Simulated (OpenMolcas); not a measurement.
Results of a calculation; reference values are marked as such.
# Co3+: input and output

Co3+ with its 6 nearest chloride ions at 2.396 Å, on the Zr site of Cs2ZrCl6 (a = 10.407 Å, distance in the model lattice 2.446 Å). The rest of the host is ab initio model potentials to 7.6 Å and point charges beyond; the distance is set by hand and nothing relaxes, and no local charge compensation is placed. Ligand basis ANO-RCC-VDZP.

Input, with the lattice sites abridged:

```
&GATEWAY
Basis set
Co.ANO-RCC-VTZP.
Co1 0.0 0.0 0.0 Angstrom
End of basis
Basis set
Cl.ANO-RCC-VDZP.
L1 2.396000 0.000000 0.000000 Angstrom
L2 0.000000 2.396000 0.000000 Angstrom
L3 0.000000 0.000000 2.396000 Angstrom
End of basis
Basis set
Cs.EMB-AIMP.Seijo.0s.0s.ECP.Cs2ZrCl6.
PseudoCharge
* 4 symmetry-unique lattice sites within 7.6 angstrom
End of basis
Basis set
Cl.EMB-AIMP.Seijo.0s.0s.ECP.Cs2ZrCl6.
PseudoCharge
* 12 symmetry-unique lattice sites within 7.6 angstrom
End of basis
Basis set
Zr.EMB-AIMP.Seijo.0s.0s.ECP.Cs2ZrCl6.
PseudoCharge
* 6 symmetry-unique lattice sites within 7.6 angstrom
End of basis
Symmetry
XYZ
AngMom=0.0 0.0 0.0
AMFI
RICD
XField
1385 Angstrom 0
* Evjen-weighted lattice charges
&SEWARD
&RASSCF
FileOrb=start.orb
Symmetry=1
Spin=5
nActEl=6 0 0
Inactive=30 33
Ras2=5 0
CIRoot=5 5 1
SDav=5
CIMx=300
Iter=150 100
PrWF=0.3
OrbListing=Nothing
MaxOrb=0
LevShft=1.0
>>> COPY $Project.JobIph JOB001
&RASSCF
FileOrb=start.orb
Symmetry=1
Spin=3
nActEl=6 0 0
Inactive=30 33
Ras2=5 0
CIRoot=45 45 1
SDav=45
CIMx=300
Iter=150 100
PrWF=0.3
OrbListing=Nothing
MaxOrb=0
LevShft=1.0
>>> COPY $Project.JobIph JOB002
&RASSCF
FileOrb=start.orb
Symmetry=1
Spin=1
nActEl=6 0 0
Inactive=30 33
Ras2=5 0
CIRoot=50 50 1
SDav=50
CIMx=300
Iter=150 100
PrWF=0.3
OrbListing=Nothing
MaxOrb=0
LevShft=1.0
>>> COPY $Project.JobIph JOB003
&RASSI
NrOfJobIphs=3 5 45 50
1 2 3 4 5
1 2 3 4 5 6 7 8 9 10 11 12 13 14 15 16 17 18 19 20 21 22 23 24 25 26 27
28 29 30 31 32 33 34 35 36 37 38 39 40 41 42 43 44 45
1 2 3 4 5 6 7 8 9 10 11 12 13 14 15 16 17 18 19 20 21 22 23 24 25 26 27
28 29 30 31 32 33 34 35 36 37 38 39 40 41 42 43 44 45 46 47 48 49 50
IphNames
JOB001
JOB002
JOB003
EJob
SpinOrbit
DIPRint=1.0
SOCoupling=1000.0
Subsets=2
Property=9
'ANGMOM' 1 'ANGMOM' 2 'ANGMOM' 3 'MLTPL  1' 1 'MLTPL  1' 2 'MLTPL  1' 3
'AMFI' 1 'AMFI' 2 'AMFI' 3
SOProperty=3
'ANGMOM' 1 'ANGMOM' 2 'ANGMOM' 3
```

Launched by
```bash
OMP_NUM_THREADS=1 MOLCAS_MEM=2457 MOLCAS_PROJECT=a pymolcas a.inp > a.log  # once for each step of the input, in one work folder
```

A driver script runs the steps one by one and writes start.orb anew before each from the orbitals found so far.

Output, cut to the results:

```
--- SEWARD ---
Basis set label: CO.ANO-RCC...6S5P3D2F1G.

      Electronic valence basis set:
      ------------------
      Associated Effective Charge  27.000000 au
      Associated Actual Charge     27.000000 au
      Nuclear Model: Point charge

      Shell  nPrim  nBasis  Cartesian Spherical Contaminant
         s      21       6        X
         p      15       5        X
         d      10       3                 X
         f       6       2                 X
         g       4       1                 X
                  Relativistic Douglas-Kroll-Hess integrals:
                    - DKH order of Hamiltonian: 2
                    - DKH order of Properties : 0
                  Atomic mean-field integrals
--- RASSCF ---
Wave function specifications:
      -----------------------------

      Number of closed shell electrons         126
      Number of electrons in active shells       6
      Max number of holes in RAS1 space          0
      Max nr of electrons in RAS3 space          0
      Number of inactive orbitals               63
      Number of active orbitals                  5
      Number of secondary orbitals              99
      Spin quantum number                      2.0
      State symmetry                             1
Orbital specifications:
      -----------------------

      Symmetry species                           1   2
                                                ag  au
      Frozen orbitals                            0   0
      Inactive orbitals                         30  33
      Active orbitals                            5   0
      RAS1 orbitals                              0   0
      RAS2 orbitals                              5   0
      RAS3 orbitals                              0   0
      Secondary orbitals                        49  50
      Deleted orbitals                           0   0
      Number of basis functions                 84  83
      Number of CSFs                             5
      Number of root(s) required                 5
      Iter CI   SX   CI       RASSCF       Energy    max ROT     max BLB   max BLB  Level Ln srch  Step   QN
          iter iter root      energy       change     param      element    value   shift minimum  type update
 Nr of preliminary CI iterations:   1
      Total energies have been shifted. Add                -4000.00 au
        1   1   12    0  -156.79509394    0.00E+00  -8.41E-02   35  41 1  4.38E-01*  1.79   0.00    SX    NO
        2   1   13    0  -157.39843145   -6.03E-01* -6.78E-02   11  34 2  1.92E-01*  1.38   0.00    SX    NO
        3   1   13    0  -157.57716536   -1.79E-01* -5.27E-02   11  34 2  1.13E-01*  1.23   0.00    SX    NO
        4   1   12    0  -157.63453737   -5.74E-02*  3.34E-02   33  36 2  6.30E-02*  1.14   0.00    SX    NO
        5   1   12    0  -157.65412022   -1.96E-02*  3.76E-02   33  36 2  3.67E-02*  1.10   2.37    LS   YES
        6   1   12    0  -157.66383418   -9.71E-03*  1.38E-02   32  38 1 -1.35E-02*  1.05   1.21    QN   YES
        7   1   11    0  -157.66661042   -2.78E-03*  9.12E-03    6  46 2 -1.07E-02*  1.06   1.70    LS   YES
        8   1   11    0  -157.66716825   -5.58E-04*  2.75E-03    5  45 2 -1.16E-02*  1.06   1.05    QN   YES
        9   1   11    0  -157.66767064   -5.02E-04*  3.52E-03    6  56 2 -2.89E-03*  1.05   1.52    QN   YES
       10   1   10    0  -157.66785431   -1.84E-04* -2.45E-03    6  46 2  2.02E-03*  1.06   1.25    QN   YES
       11   1    9    0  -157.66789070   -3.64E-05* -1.16E-03    4  44 2  1.40E-03*  1.06   1.42    QN   YES
       12   1    8    0  -157.66790023   -9.53E-06* -3.69E-04    9  34 2 -3.55E-04*  1.06   1.26    QN   YES
       13   1    8    0  -157.66790182   -1.59E-06* -1.53E-04    6  46 2 -1.80E-04*  1.06   1.41    QN   YES
       14   1    7    0  -157.66790221   -3.91E-07* -8.56E-05    6  46 2 -8.58E-05   1.06   1.30    QN   YES
       15   1    7    0  -157.66790229   -7.57E-08* -6.83E-05   33  36 2 -3.00E-05   1.06   1.38    QN   YES
       16   1    6    0  -157.66790231   -2.06E-08*  4.39E-05    6  46 2  2.28E-05   1.06   2.50    QN   YES
       17   1    5    0  -157.66790231   -6.26E-09  -2.09E-05    5  45 2  1.39E-05   1.06   1.35    QN   YES
      Convergence after 17 iterations
       18   1    5    0  -157.66790232   -1.48E-09  -2.09E-05    4  34 2 -5.15E-06   1.06   1.35    QN   YES
      Natural orbitals and occupation numbers for root  1
      sym 1:   1.000000   2.000000   1.000000   1.000000   1.000000
...
--- RASSI ---
SPIN-FREE ENERGIES:
  (Shifted by EMIN (a.u.) =      -4157.6827671443)

 SF State       Relative EMIN(au)   Rel lowest level(eV)    D:o, cm**(-1)

     1             0.0000000000        0.0000000000              0.0000
     2             0.0000000000        0.0000000000              0.0000
     3             0.0000000000        0.0000000000              0.0000
     4             0.0371620716        1.0112314827           8156.1320
     5             0.0371620716        1.0112314827           8156.1320
     6             0.0696022980        1.8939750158          15275.9387
     7             0.0696022980        1.8939750158          15275.9387
     8             0.0696022980        1.8939750158          15275.9387
     9             0.0856880937        2.3316918140          18806.3628
    10             0.0856880937        2.3316918140          18806.3628
    11             0.0856880937        2.3316918140          18806.3628
    12             0.0988912063        2.6909668120          21704.1111
    13             0.0988912063        2.6909668120          21704.1111
    14             0.0988912063        2.6909668120          21704.1111
    51             0.0994907635        2.7072815929          21835.6986
    16             0.1097046906        2.9852167081          24077.3965
    17             0.1097046906        2.9852167081          24077.3965
    15             0.1097046906        2.9852167081          24077.3965
    52             0.1162987649        3.1646506124          25524.6286
    53             0.1162987657        3.1646506322          25524.6287
    54             0.1162987657        3.1646506322          25524.6287
    18             0.1229282200        3.3450472761          26979.6258
    19             0.1229282200        3.3450472761          26979.6258
    20             0.1229282200        3.3450472761          26979.6258
    22             0.1243510913        3.3837655756          27291.9099
...
```

Spin-orbit levels above the lowest (labels of O, the rotations of Oh):

| E (cm-1) | Degeneracy | Label | 2S+1 |
| --- | --- | --- | --- |
| 0.0 | 3 | T2 | 5 |
| 269.6 | 2 | E | 5 |
| 291.6 | 3 | T1 | 5 |
| 660.8 | 1 | A1 | 5 |
| 709.7 | 3 | T1 | 5 |
| 743.7 | 3 | T2 | 5 |
| 8614 | 1 | A2 | 5 |
| 8619 | 3 | T2 | 5 |
| 8625 | 2 | E | 5 |
| 8633 | 3 | T1 | 5 |
| 8640 | 1 | A1 | 5 |
| 15438 | 2 | E | 3 |
| 15478 | 3 | T2 | 3 |
| 15992 | 1 | A1 | 3 |
| 16003 | 3 | T1 | 3 |
| 19088 | 3 | T1 | 3 |
| 19178 | 2 | E | 3 |
| 19350 | 3 | T2 | 3 |
| 19407 | 1 | A2 | 3 |
| 22073 | 3 | T1 | 3 |

An orbital triplet at a regular site is open to Jahn-Teller coupling, which can distort the site and quench the lowest spin-orbit gaps and is left out. Without dynamic correlation the repulsion within the d shell is too large (B by tens of per cent), so at a given field states of lower spin stand too high. CASSCF with metal d orbitals alone favours high spin, so a ground state of lower spin is not ruled out. Ligand-to-metal charge-transfer states are missing. With no ligand orbital active B as a rule stays too high, so bands that hang on it stand too high and its fall with covalency is understated. With metal d orbitals alone and no dynamic correlation the field as a rule comes out too small, by tens of per cent, by up to half for chloride and softer ligands, and with too little covalency χT stands high. No measured value stands beside these numbers; the geometry was set by hand and not optimised.

The RASSCF and RASSI steps took 81 s on 1 thread of Arm Neoverse V1, on a shared host; the integral step is not counted.
